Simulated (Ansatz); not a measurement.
Calculated with Ansatz (gas phase, PBE0-D4/def2-TZVP geometries, no zero-point term in ΔE). CCSD(T)/CBS adds triple-zeta CCSD(T) − MP2 to the extrapolated MP2 energy (def2 sets, frozen cores). Functionals use def2-TZVPP. B3LYP here is the variant with VWN-RPA as its local correlation; programs differ in this. One conformer a species, not always the lowest.

Reaction (redistribution): `C[SiH2]B(C)C` + `[CH3][AlH][NH]C[SiH3]` → `[CH3][AlH][NH][SiH2]C` + `CB(C)C[SiH3]`

`C[SiH2]B(C)C`:

```xyz
16

C     0.097    0.830   -2.344
Si    1.007   -0.016   -0.933
B    -0.079   -0.266    0.764
C     0.469   -1.212    1.879
C    -1.430    0.490    0.972
H     0.743    0.960   -3.215
H    -0.771    0.244   -2.654
H    -0.258    1.818   -2.038
H     2.218    0.791   -0.579
H     1.527   -1.338   -1.404
H     0.036   -2.198    1.640
H     0.117   -0.967    2.886
H     1.551   -1.358    1.891
H    -2.074    0.066    1.747
H    -1.140    1.494    1.325
H    -2.011    0.662    0.062
```

`[CH3][AlH][NH]C[SiH3]`:

```xyz
15

C    -0.644   -1.890   -2.364
Al   -0.954   -0.349   -1.212
N     0.386    0.314   -0.254
C     0.355    1.418    0.693
Si    0.737    0.825    2.444
H     0.394   -2.231   -2.338
H    -0.894   -1.661   -3.404
H    -1.278   -2.734   -2.070
H    -2.347    0.394   -1.042
H     1.299   -0.116   -0.299
H     1.042    2.227    0.409
H    -0.644    1.866    0.692
H     2.042    0.106    2.437
H     0.823    1.953    3.415
H    -0.318   -0.123    2.893
```

`[CH3][AlH][NH][SiH2]C`:

```xyz
15

C    -1.444    1.349    2.564
Al   -0.053    1.129    1.217
N     0.041   -0.389    0.280
Si    1.173   -0.860   -0.937
C     0.381   -1.135   -2.607
H    -2.130    0.499    2.615
H    -1.005    1.480    3.558
H    -2.040    2.247    2.370
H     1.025    2.242    0.886
H    -0.657   -1.091    0.496
H     2.180    0.232   -1.025
H     1.878   -2.119   -0.551
H    -0.373   -1.925   -2.558
H    -0.106   -0.224   -2.964
H     1.130   -1.435   -3.345
```

`CB(C)C[SiH3]`:

Z-matrix (Å, degrees):
```
C
B 1 1.570
H 1 1.092 2 115.3
H 1 1.099 2 107.9 3 -119.9
H 1 1.095 2 111.8 3 125.2
C 2 1.569 1 119.5 3 -167.5
C 2 1.557 1 120.7 3 14.5
H 6 1.093 2 114.1 1 -151.2
H 6 1.093 2 114.2 1 -24.6
H 6 1.100 2 106.5 1 92.3
Si 7 1.882 2 108.7 1 83.8
H 7 1.095 2 113.4 1 -32.9
H 7 1.095 2 113.7 1 -158.8
H 11 1.488 7 110.7 2 58.4
H 11 1.488 7 110.6 2 178.3
H 11 1.488 7 110.7 2 -61.6
```

```tsv
level	ΔE (eV)
B3LYP-D4	-1.98
ωB97X-V	-1.99
B3LYP	-1.96
HF/def2-TZVPP	-2.13
```

**Question.** What does CCSD(T)/CBS give? (An estimate is asked.)

**Answer.** Computed: -2.08 eV. The listed levels differ from it by 0.10, 0.09, 0.12, -0.05 eV.

Largest T1 diagnostic among the species: 0.012.

From PBE to PBE0 (25 % exact exchange), in def2-TZVPP and without D4, ΔE moves by −0.11 eV.
